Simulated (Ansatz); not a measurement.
The same path of CH3AlS2 (7 atoms, charge 0, multiplicity 1) was run 3 times with different band settings. The coordinate that changes most is the dihedral H5–S1–Al2–S4.

These are results of Ansatz, RKS BHLYP-D4/6-31G*, not measurements.

Relaxed end points:

```xyz
7
Properties=species:S:1:pos:R:3
S -2.639 0.221 -0.194
Al -0.481 0.120 -0.092
C 1.178 -0.632 0.463
S 1.388 0.941 -0.645
H -2.662 1.314 -0.965
H 1.619 -1.497 -0.013
H 1.598 -0.468 1.445
```

```xyz
7
Properties=species:S:1:pos:R:3
S -2.338 1.092 -0.802
Al -0.303 0.508 -0.362
C 1.057 -0.576 0.421
S 1.759 0.901 -0.610
H -2.891 0.090 -0.107
H 1.368 -1.522 0.000
H 1.348 -0.493 1.459
```

Common settings: spring 5.0 eV/Å²; optimiser quadratic models (default); start path through a guess of the saddle point; end points relaxed.

| run | movable images | climbing image | force threshold | iteration limit |
| --- | --- | --- | --- | --- |
| 1 | 5 | yes | 0.05 eV/Å | 55 |
| 2 | 8 | no | 0.05 eV/Å | 39 |
| 3 | 5 | yes | 0.5 eV/Å | 60 |

(1) What does each run give, and how far can it be trusted?

Results:

(1) Run 1: converged after 7 iterations, highest image 0.162 eV above the first end. A vibrational analysis at the climbing image gives one clearly imaginary mode, 230i cm⁻¹: a first-order saddle point.
Run 2: converged after 8 iterations, highest image 0.159 eV above the first end. No image climbed, so the highest image needn't sit at the top of the path.
Run 3: converged after 5 iterations, highest image 0.162 eV above the first end. The threshold of 0.5 eV/Å is loose, so the images may lie well off the minimum-energy path. Another band between the same ends (5 images) ends at a top of the same energy, where a vibrational analysis finds 1 clearly imaginary mode.
